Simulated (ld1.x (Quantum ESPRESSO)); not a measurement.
# Which change was made? (Si, TM)

| Quantity | Value |
| --- | --- |
| Element | silicon |
| Generator | ld1.x (Quantum ESPRESSO) 7.5 |
| Type | norm-conserving Troullier–Martins (Kleinman–Bylander form) |
| Functional | PBEsol |
| Relativity | scalar-relativistic |
| Frozen core | [Ne] |
| Valence charge | 4 |
| Reference configuration | 3s2 3p2 |
| Partial waves | 3p (bound): rc 1.50 bohr; 3d channel at 0.15 Ry: rc 1.45 bohr; 3s (bound): rc 1.25 bohr |
| Local potential | the s channel |
| Core correction | Bessel-smoothed model core inside 1.20 bohr |

Cutoffs, loose and tight: the cutoffs (Ry, on a coarse ladder) from which the occupation-weighted sum of valence levels, in a spherical-Bessel basis at the reference potential, stays within 10 and 1 mRy of its value at 400 Ry. They do not see the model core or the augmentation charge, which bear on the density cutoff. Test errors are all-electron minus pseudo excitation energies from the reference, over the configurations 3s2 3p1; 3s2 3p0; 3s1 3p0; 3s2 3p1.5; 3s1 3p2; 3s2 3p2.3; 3s0 3p4; variants that change the core or the reference have their own tests.

The base gives: outcome: generated; cutoff, loose: 50 Ry; cutoff, tight: 110 Ry; bound ghosts: none; largest test error (meV): +62.

Q: After one change the result is: outcome: generated; cutoff, loose: 50 Ry; cutoff, tight: 110 Ry; bound ghosts: none; largest test error (meV): +293. Which change was it?
A. wave 3p (bound): rc 1.50 bohr becomes 3p (bound): rc 1.06 bohr
B. wave 3s (bound): rc 1.25 bohr becomes 3s (bound): rc 1.72 bohr
C. all radii but the core radius scaled by about 1.19 (s 1.48, p 1.78, d 1.72 bohr)
D. local potential the d channel

A: D. The others give: wave 3p (bound): rc 1.50 bohr becomes 3p (bound): rc 1.06 bohr → outcome: generated; cutoff, loose: 230 Ry; cutoff, tight: 300 Ry; bound ghosts: none; largest test error (meV): +33 | all radii but the core radius scaled by about 1.19 (s 1.48, p 1.78, d 1.72 bohr) → outcome: generated; cutoff, loose: 25 Ry; cutoff, tight: 45 Ry; bound ghosts: none; largest test error (meV): +54 | wave 3s (bound): rc 1.25 bohr becomes 3s (bound): rc 1.72 bohr → outcome: generated; cutoff, loose: 35 Ry; cutoff, tight: 50 Ry; bound ghosts: none; largest test error (meV): +39.
